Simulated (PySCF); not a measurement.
C8H13NSi.
SMILES with atom numbers: `[cH:1]1[cH:2][cH:3][n:4]([SiH2:5][CH2:6][CH:7]2[CH2:8][CH2:9]2)[cH:10]1` (hydrogens: H11 on C1; H12 on C2; H13 on C3; H14, H15 on Si5; H16, H17 on C6; H18 on C7; H19, H20 on C8; H21, H22 on C9; H23 on C10)

Geometry (GFN2-xTB, Å), atoms numbered from 1 in this order:
```xyz
23
C8H13NSi angstrom
C      2.5452   -1.2150    0.6797
C      2.7305    0.0769    1.2267
C      2.0691    0.9467    0.4154
N      1.4827    0.2592   -0.6139
Si     0.4356    0.9376   -1.8428
C     -1.3334    1.0927   -1.1478
C     -1.9118   -0.2415   -0.7326
C     -2.9034   -0.3176    0.3893
C     -1.5148   -0.8523    0.5764
C      1.7817   -1.0651   -0.4366
H      2.9372   -2.1334    1.0714
H      3.2888    0.3197    2.1099
H      1.9696    2.0126    0.4808
H      0.4994    0.0068   -2.9696
H      0.9813    2.2553   -2.1748
H     -1.9880    1.5513   -1.8920
H     -1.3302    1.7599   -0.2830
H     -2.0654   -0.9238   -1.5607
H     -3.7202   -1.0195    0.3136
H     -3.1675    0.5977    0.8978
H     -1.3762   -1.9216    0.6306
H     -0.8366   -0.3005    1.2099
H      1.4217   -1.7990   -1.1301
```

Computed at PBE0/pcSseg-1 (PySCF, non-relativistic), with Q(14N) = 0.02044 b: N4, 14N (I = 1): χzz = -1.929 MHz, η = 0.810.

(1) Where would the pure quadrupole (NQR) lines of 14N at N4 fall for the rigid, isolated species?

## Answers

(1) From ν± = (3/4)|χ|(1 ± η/3) and ν0 = |χ|η/2: ν+ 1.837 MHz, ν− 1.056 MHz, ν0 0.781 MHz (pyrrole-type nitrogen).

In a crystal, neighbours and librations shift these lines. GFN2-xTB bond lengths can be off by several hundredths of an ångström, more for odd bonds, and the gradients follow them. With so small a basis the couplings can be 20 % off.

One conformer stands for the species.
